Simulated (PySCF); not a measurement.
## Pauling's electronegativity from computed bond energies: partners of H

CCSD(T) in PySCF with def2-SVPD on every atom (core potentials on Rb, Cs), for the lowest determinant that a PBE0 search found; no spin–orbit coupling. De of H2 is 4.52 eV.

```
 B  De(B₂) (eV)  De(HB) (eV)
 F         1.25         5.90
Na         0.70         1.84
Rb         0.36         1.56
Cs         0.36         1.56
Li         0.89         2.38
```

**Question.** With Δ = De(HB) − [De(H₂) + De(B₂)]/2, give Δ and the electronegativity difference √(Δ/eV).

**Answer.** 

```
 B  Δ (eV)            √Δ
 F    3.02          1.74
Na   -0.77  none (Δ < 0)
Rb   -0.88  none (Δ < 0)
Cs   -0.88  none (Δ < 0)
Li   -0.33  none (Δ < 0)
```

The rule was made for single bonds and measured bond energies; here it is fed with computed well depths. With the arithmetic mean Δ turns negative when the two homonuclear bonds differ much, as for alkali hydrides.

Correlated steps freeze the inner cores (0 to 2 orbitals); shallow outer-core shells are correlated. Weak bonds: Cs2, Rb2. Basis-set superposition, not corrected here, can be much of De in a small basis, most of all at correlated wavefunction levels. Spin–orbit coupling is left out, which matters for elements this heavy, above all for dissociation energies. Where the molecule has an RHF reference, its open-shell atoms are computed with UHF. The CCSD T1 diagnostic is raised in CsH, RbH, a sign that a single reference may not be enough there.
